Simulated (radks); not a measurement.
The numbers below are computed, except where a source is named.
Spin polarisation of the 3s1 shell in Si3+. Start: [Ne] 3s(up 0.5, down 0.5); electrons of 3s are moved from spin down to spin up, other shells keep equal spins. Level of theory: scalar-relativistic Kohn-Sham, PBEsol, spin-polarised, spherical densities, finite nucleus; Fermi nuclear charge, rms radius of each element as measured or else 0.836 A^(1/3) + 0.57 fm (a radial shooting solver on a logarithmic mesh with Libxc functionals).

| moment (Bohr magnetons) | E - E(0) (eV) | e(3s up) (eV) | e(3s down) (eV) | 2p down minus up (eV) | 2s down minus up (eV) |
|---|---|---|---|---|---|
| 0 | 0.000 | -39.358 | -39.358 | 0.000 | 0.000 |
| 0.25 | -0.039 | -39.654 | -39.029 | 0.073 | 0.071 |
| 0.5 | -0.156 | -39.919 | -38.675 | 0.148 | 0.144 |
| 0.75 | -0.348 | -40.151 | -38.339 | 0.226 | 0.220 |

At moment 0.75 the spin-polarisation energy is -0.348 eV and the 3s exchange splitting 1.813 eV, that is 2.417 eV per Bohr magneton; E = -I m^2/4 would give I = 2.476 eV.
